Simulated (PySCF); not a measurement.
Sn(F)(Cl)2(OMe) (CH₃Cl₂FOSn), SMILES C[O][Sn]([Cl])([Cl])[F].

Coordinates come from a B3LYP-D3(BJ)/def2-SVP optimisation. The structure was generated by enumeration; whether it is a known compound was not checked. The def2 effective core potentials stand for the cores of Sn; spin–orbit coupling is left out. Other conformers were not sampled.

All values below come from C-PCM-M06-2X/def2-SVP (PySCF).

The values are the electrostatic part of the solvation free energy, E(continuum) − E(gas) at the gas-phase geometry, in a cavity of scaled van der Waals radii (PySCF's table); cavitation and dispersion terms are not included. A continuum can't describe solvent molecules that bind to the metal. In vacuum the orbital gap is 8.46 eV. The dipole moment in vacuum is 1.92 D.

Estimate the values in water (ε = 78.36), tetrahydrofuran (ε = 7.43), ethylethanoate (ε = 5.99). (An estimate is asked for; the answer gives what the named calculation found.)


```
solvent              ε  ΔG(elec) (kcal/mol)  dipole (D)  gap (eV)
---------------  -----  -------------------  ----------  --------
water            78.36                 -4.9        2.28      8.31
tetrahydrofuran   7.43                 -4.2        2.23      8.33
ethylethanoate    5.99                 -4.1        2.21      8.33
```
